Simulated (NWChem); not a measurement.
Molecule: C3H5Br; SMILES C/C=C\Br

```xyz
9

C     -0.8760     2.1946     0.0000
C      0.5484     1.7319     0.0000
C      1.0183     0.4864     0.0000
Br    -0.0692    -1.0931     0.0000
H     -1.5769     1.3567     0.0000
H     -1.0786     2.8170    -0.8813
H     -1.0786     2.8170     0.8813
H      1.3123     2.5113     0.0000
H      2.0729     0.2416     0.0000
```
Atoms are numbered in this order, from 1.

Level: B3LYP/6-31G* (spherical d) (NWChem), optimised geometry, unscaled harmonic frequencies. This build's default masses of Se (78.918 u) and Br (79.917 u) are each other's, which moves their modes by up to 0.6 %.

Question: List the harmonic frequencies with IR intensities, and the thermochemistry.

Answer: 
```json
[
 {"frequency (cm⁻¹)": "120", "IR intensity (km/mol)": "0.2"},
 {"frequency (cm⁻¹)": "195", "IR intensity (km/mol)": "0.5"},
 {"frequency (cm⁻¹)": "389", "IR intensity (km/mol)": "0.5"},
 {"frequency (cm⁻¹)": "487", "IR intensity (km/mol)": "3.5"},
 {"frequency (cm⁻¹)": "675", "IR intensity (km/mol)": "36.7"},
 {"frequency (cm⁻¹)": "694", "IR intensity (km/mol)": "47.7"},
 {"frequency (cm⁻¹)": "944", "IR intensity (km/mol)": "14.6"},
 {"frequency (cm⁻¹)": "945", "IR intensity (km/mol)": "0.6"},
 {"frequency (cm⁻¹)": "1076", "IR intensity (km/mol)": "0.3"},
 {"frequency (cm⁻¹)": "1093", "IR intensity (km/mol)": "0.0"},
 {"frequency (cm⁻¹)": "1260", "IR intensity (km/mol)": "2.3"},
 {"frequency (cm⁻¹)": "1346", "IR intensity (km/mol)": "64.8"},
 {"frequency (cm⁻¹)": "1442", "IR intensity (km/mol)": "3.0"},
 {"frequency (cm⁻¹)": "1512", "IR intensity (km/mol)": "3.7"},
 {"frequency (cm⁻¹)": "1515", "IR intensity (km/mol)": "6.8"},
 {"frequency (cm⁻¹)": "1714", "IR intensity (km/mol)": "14.9"},
 {"frequency (cm⁻¹)": "3043", "IR intensity (km/mol)": "20.4"},
 {"frequency (cm⁻¹)": "3089", "IR intensity (km/mol)": "18.1"},
 {"frequency (cm⁻¹)": "3141", "IR intensity (km/mol)": "2.4"},
 {"frequency (cm⁻¹)": "3157", "IR intensity (km/mol)": "13.5"},
 {"frequency (cm⁻¹)": "3248", "IR intensity (km/mol)": "7.5"}
]
```

The zero-point energy is 44.4 kcal/mol and the thermal correction to the enthalpy at 298.15 K (with zero-point energy) is 48.2 kcal/mol. The heat capacity Cv is 16.3 cal/(mol K) and the entropy at 298.15 K and 1 atm (symmetry number 1) is 74.4 cal/(mol K). The dipole moment is 1.90 D.

Rigid rotor and harmonic oscillator.
